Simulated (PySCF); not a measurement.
# Electron correlation in W⁷²⁺ (tungsten, charge +72)

1s2, closed-shell 1S. Calculation: PySCF 2.14, in an even-tempered Gaussian basis (15 s from 220 bohr⁻², ratio 2.2; 7 p from 330 bohr⁻², ratio 2.4; 4 d from 980 bohr⁻², ratio 2.4; 3 f from 1500 bohr⁻², ratio 2.4; 3 g from 2200 bohr⁻², ratio 2.4); no relativity, point nucleus. Frozen: nothing; 2 electrons correlated; the 11 highest virtual orbitals of each spin left out.

With two correlated electrons CCSD is exact within the correlated space (frozen core and kept virtual orbitals).

```json
{"level": "CCSD", "correlation energy (mhartree)": "-45.84"}
```

Diagnostics: T1 = 3.9e-07, D1 = 0.0000, largest double amplitude 0.000.

Task: Is a single reference adequate?

Result: Yes, within this model without spin-orbit coupling: T1 lies below 0.03 and no double amplitude reaches 0.07.

At this charge a non-relativistic calculation is a model, useful for the Z dependence of the correlation energy.
